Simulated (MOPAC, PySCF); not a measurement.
Bond stretch in InCl, singlet.

Methods: RCCSD(T) = CCSD(T) on RHF/def2-SVP, 9 core orbitals frozen, def2 effective core potentials past Kr (PySCF 2.14.0); PM3, restricted, heats of formation (MOPAC); CASSCF(10,8)/def2-SVP, def2 effective core potentials past Kr (PySCF).

Energies are in mEh, each relative to the lowest point of its own curve near equilibrium.

| R / Å | RCCSD(T) | PM3 | CASSCF(10,8) |
|---|---|---|---|
| 1.80 | 201.8 | 84.3 | 209.8 |
| 1.94 | 96.6 | 36.9 | 102.0 |
| 2.03 | 55.6 | 19.0 | 59.8 |
| 2.16 | 20.6 | 5.5 | 23.1 |
| 2.25 | 7.8 | 1.6 | 9.4 |
| 2.32 | 2.5 | 0.4 | 3.4 |
| 2.41 | 0.0 | 0.0 | 0.1 |
| 2.48 | 0.6 | 0.2 | 0.0 |
| 2.54 | 2.4 | 0.7 | 1.3 |
| 2.63 | 6.8 | 2.2 | 4.9 |
| 2.80 | 18.6 | 10.0 | 15.4 |
| 3.02 | 36.6 | 33.3 | 32.0 |
| 3.25 | 55.7 | 64.8 | 50.1 |
| 3.65 | 85.4 | 103.2 | 77.7 |
| 3.98 | 105.7 | 121.9 | 97.3 |
| 4.31 | 122.1 | 135.8 | 113.5 |
| 4.82 | 139.2 | 151.1 | 130.4 |
| 5.25 | 141.2 | 160.4 | 136.5 |
| 5.87 | 87.2 | 170.4 | 139.5 |
| 6.47 | 201.2 | 177.9 | 140.2 |
| 7.26 | 210.2 | 185.4 | 140.5 |

At the longest distance, 7.26 Å, RCCSD(T) lies highest above its minimum (210.2 mEh) and CASSCF(10,8) lowest (140.5 mEh).

The T1 diagnostic of CCSD on the restricted reference of RCCSD(T) exceeds 0.045 at 4.82 to 7.26 Å. The restricted form behind PM3 keeps the bonding electrons paired and can't separate into open-shell fragments.
